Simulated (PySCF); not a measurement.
## Correlation energy of Be⁺ (beryllium, charge +1)

[He] 2s1, 2S determinant. Calculation: PySCF 2.14, in aug-cc-pCVTZ; the non-relativistic Hamiltonian (point nucleus). Frozen: nothing; 3 electrons correlated.

MP2 pair energies summed by pair of shells (mhartree):

```tsv
pair	energy	share (%)
1s-1s	-36.58	92.2
1s-2s	-3.11	7.8
```

Total MP2 correlation energy: -39.70 mhartree.

Same-spin part -0.77 and opposite-spin part -38.93 mhartree; SCS-MP2 scales them by 1/3 and 6/5 to -46.97 mhartree.
